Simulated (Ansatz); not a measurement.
HfI₄, charge +1, doublet (typed; the unrestricted solution is spin-contaminated), geometry from GFN2-xTB (such geometries of metal compounds can be far from the true shape) (the multiplicity is a formal guess) (core potentials on Hf, I); SVWN5/def2-SVP (Ansatz, a program for electronic structure).

Ansatz was given this input:
Ansatz 0.2 input:
```yaml
crystal:
  periodic: [false, false, false]
  atoms:
    - {symbol: Hf, position_ang: [0.00000000, -0.00000000, 0.00000000]}
    - {symbol: I, position_ang: [2.19574464, -0.68734594, -1.63599484]}
    - {symbol: I, position_ang: [0.89552099, 0.44011713, 2.64093868]}
    - {symbol: I, position_ang: [-1.20966894, 2.35187032, -0.98773737]}
    - {symbol: I, position_ang: [-1.88159669, -2.10464151, -0.01720647]}
basis:
  gaussian:
    orbitals: def2-SVP
    occupation: {up: {"A1": 19, "A2": 8, "B1": 14, "B2": 15}, down: {"A1": 20, "A2": 7, "B1": 14, "B2": 14}}
hamiltonian:
  xc: {name: SVWN5}
total_charge: 1
magnetization: {spin_polarized: true, initial_magnetization: 1}
```

It wrote (shortened):

```
Functional definition: SVWN5
the irreps are read with x along [-0.146, -0.967, 0.211], y along [-0.282, 0.245, 0.928] and z along [-0.948, 0.076, -0.308] of the geometry given
1578 factors; their error is unknown
mean field evaluation 1: about -33653.0383 eV, gradient 2.2e1 eV
mean field evaluation 2: about -33656.2369 eV, gradient 2.9e0 eV
mean field evaluation 4: about -33656.3478 eV, gradient 5.5e-3 eV
mean field evaluation 8: about -33656.2983 eV, gradient 2.4e-6 eV
mean field -33656.29827283 eV, -1236.8461484681 hartree, gradient 4.7e-6 eV, S^2 1.752579; 0 other end points of the search recorded, 0 dependent functions left out
reference -33656.29831383 eV, -1236.8461499751 hartree; 56, 55 occupied and 80, 81 virtual orbitals, 1578 factors
Total energy: -33656.29831383 eV, -1236.8461499751 hartree
```
